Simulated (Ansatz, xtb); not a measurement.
**C8H7F: which of two isomers lies lower**

Structure I is `C=C1C=CC=CC(F)=C1`, a singlet and structure II is `C=C1C=CC=CC=C1F`, a singlet. Both are isolated molecules in the gas phase, relaxed with PBE0-D3(BJ)/def2-SVP.

Task: Estimate E(II) − E(I) at the level CCSD(T)/def2-SVP + ΔMP2/def2-TZVPP.

Result: Too close to call at this level: CCSD(T)/def2-SVP + ΔMP2/def2-TZVPP gives E(II) − E(I) = −0.71 kcal/mol.

The same difference at several levels:

```json
{"level": "GFN2-xTB", "geometry": "GFN2-xTB", "E(II) − E(I) (kcal/mol)": "+0.46", "departure from the last row (kcal/mol)": "+1.16", "job, with rough time for the two": "optimisation, 0.14 s"}
{"level": "HF/STO-3G", "geometry": "GFN2-xTB", "E(II) − E(I) (kcal/mol)": "−0.56", "departure from the last row (kcal/mol)": "+0.15", "job, with rough time for the two": "single point, 0.52 s"}
{"level": "r2SCAN-D4/def2-SVP", "geometry": "GFN2-xTB", "E(II) − E(I) (kcal/mol)": "−2.31", "departure from the last row (kcal/mol)": "−1.60", "job, with rough time for the two": "single point, 4.8 s"}
{"level": "PBE0-D3(BJ)/def2-SVP", "geometry": "PBE0-D3(BJ)/def2-SVP", "E(II) − E(I) (kcal/mol)": "−1.79", "departure from the last row (kcal/mol)": "−1.09", "job, with rough time for the two": "optimisation, 36 s"}
{"level": "HF/def2-SVP", "geometry": "PBE0-D3(BJ)/def2-SVP", "E(II) − E(I) (kcal/mol)": "−0.27", "departure from the last row (kcal/mol)": "+0.44", "job, with rough time for the two": "part of the CCSD(T) run"}
{"level": "MP2/def2-SVP", "geometry": "PBE0-D3(BJ)/def2-SVP", "E(II) − E(I) (kcal/mol)": "−1.38", "departure from the last row (kcal/mol)": "−0.67", "job, with rough time for the two": "part of the CCSD(T) run"}
{"level": "CCSD(T)/def2-SVP", "geometry": "PBE0-D3(BJ)/def2-SVP", "E(II) − E(I) (kcal/mol)": "−1.00", "departure from the last row (kcal/mol)": "−0.30", "job, with rough time for the two": "single point"}
{"level": "CCSD(T)/def2-SVP + ΔMP2/def2-TZVPP", "geometry": "PBE0-D3(BJ)/def2-SVP", "E(II) − E(I) (kcal/mol)": "−0.71", "departure from the last row (kcal/mol)": "", "job, with rough time for the two": "single point, 3 min"}
```

As drawn, both hold the same kinds of bond in the same numbers.

The largest departure from CCSD(T)/def2-SVP + ΔMP2/def2-TZVPP is that of r2SCAN-D4/def2-SVP, 1.60 kcal/mol. The last row adds to CCSD(T) the change of the MP2 difference between the two basis sets, here +0.30 kcal/mol.

With thermal terms from frequencies at re-optimised GFN2-xTB minima (ideal gas, soft modes damped towards free rotors, one conformer each, 298.15 K, 1 atm): the zero-point term adds +0.14 kcal/mol; ΔH is −0.57 and ΔG −0.61 kcal/mol.

The correlated steps freeze 9 core orbitals. Programs: Ansatz 0.2.0, xtb 6.7.1; the last row on 4 threads of Arm Neoverse V1 on a shared host.
